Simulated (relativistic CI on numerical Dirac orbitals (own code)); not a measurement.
Fe⁺ in a cubic cluster: 1s photoemission with charge transfer

Computed with a charge-transfer multiplet model of a cubic metal-ligand cluster with up to 2 ligand holes, Slater and spin-orbit integrals from Dirac-Coulomb-Breit ions, Slater integrals scaled by 0.8. The ground state mixes d7 with configurations of k ligand holes L, whose averages lie at kΔ + k(k − 1)U_dd/2; a core hole lowers each added d electron by U_cd. 20 K, Lorentzian 1.1 eV and Gaussian 0.6 eV FWHM.

Atomic integrals in eV (Slater integrals scaled, ζ unscaled), ground: F2dd 7.751, F4dd 4.773, zeta_d 0.042; with the core hole: F2dd 9.294, F4dd 5.770, zeta_d 0.065, G2cd 0.048.

Cluster parameters (eV): Δ = 5.3, U_dd = 5.6, U_cd = 6.8, 10Dq = 0.45, 10Dq(ligand) = 0.1, final-state hopping factor = 0.9.

| Case | n_d | d7 | d8L | d9L2 | S |
| --- | --- | --- | --- | --- | --- |
| V(eg) = 0.65 eV, V(t2g) = -0.32 eV | 7.02 | 0.98 | 0.02 | 0.00 | 1.50 |
| V(eg) = 0.95 eV, V(t2g) = -0.47 eV | 7.04 | 0.96 | 0.04 | 0.00 | 1.50 |
| V(eg) = 1.25 eV, V(t2g) = -0.62 eV | 7.07 | 0.93 | 0.06 | 0.00 | 1.50 |
| V(eg) = 1.55 eV, V(t2g) = -0.77 eV | 7.10 | 0.91 | 0.09 | 0.00 | 1.50 |
| V(eg) = 2.15 eV, V(t2g) = -1.07 eV | 7.16 | 0.84 | 0.15 | 0.00 | 1.50 |

Weights, n_d and S are thermal averages at 20 K. Binding energies count from the first peak over 30 % of the highest in each spectrum, which can be another peak from case to case. The parameters are a model scan and need not match a compound or its usual spin state. Peaks in eV (height, largest 100):
- V(eg) = 0.65 eV, V(t2g) = -0.32 eV: 0.0 (100), 1.4 (77)
- V(eg) = 0.95 eV, V(t2g) = -0.47 eV: 0.0 (100), 2.2 (58)
- V(eg) = 1.25 eV, V(t2g) = -0.62 eV: 0.0 (100), 3.0 (44)
- V(eg) = 1.55 eV, V(t2g) = -0.77 eV: 0.0 (100), 3.9 (36)
- V(eg) = 2.15 eV, V(t2g) = -1.07 eV: 0.0 (100), 5.3 (28)

Curve for V(eg) = 1.25 eV, V(t2g) = -0.62 eV (points under 2 left out, the grid thinned):

E (eV), Intensity and a bar:
```
     -3.4        3.4 
     -3.2        3.8 #
     -2.9        4.6 #
     -2.7        5.2 #
     -2.5        6.0 #
     -2.2        7.6 ##
     -2.0        9.1 ##
     -1.8       11.0 ###
     -1.5       15.3 ####
     -1.3       19.6 #####
     -1.1       25.9 #######
     -0.8       41.4 ############
     -0.6       56.9 #################
     -0.4       75.6 #######################
     -0.1       97.7 ##############################
      0.1       98.9 ##############################
      0.3       88.1 ###########################
      0.6       62.8 ###################
      0.8       48.6 ##############
      1.0       38.7 ###########
      1.3       29.8 #########
      1.5       26.4 ########
      1.8       24.6 #######
      2.0       25.8 #######
      2.2       28.8 ########
      2.5       36.0 ###########
      2.7       40.6 ############
      2.9       43.3 #############
      3.2       42.6 #############
      3.4       39.2 ###########
      3.6       34.2 ##########
      3.9       25.5 #######
      4.1       19.9 ######
      4.3       15.4 ####
      4.6       10.6 ###
      4.8        8.5 ##
      5.0        7.0 ##
      5.3        5.4 #
      5.5        4.6 #
      5.7        4.0 #
      6.0        3.3 
      6.2        2.9 
      6.4        2.6 
      6.7        2.3 
      6.9        2.1
```

For the case V(eg) = 1.55 eV, V(t2g) = -0.77 eV, Δ = 5.3 eV is smaller than U_dd = 5.6 eV, the charge-transfer side of the Zaanen-Sawatzky-Allen scheme. With the core hole the average of the configuration with one ligand hole lies at Δ − U_cd = -1.5 eV before mixing: the effective hopping of about 2.0 eV (from the holes of the mixed ground state) is comparable with this gap or larger, so the configurations mix strongly.
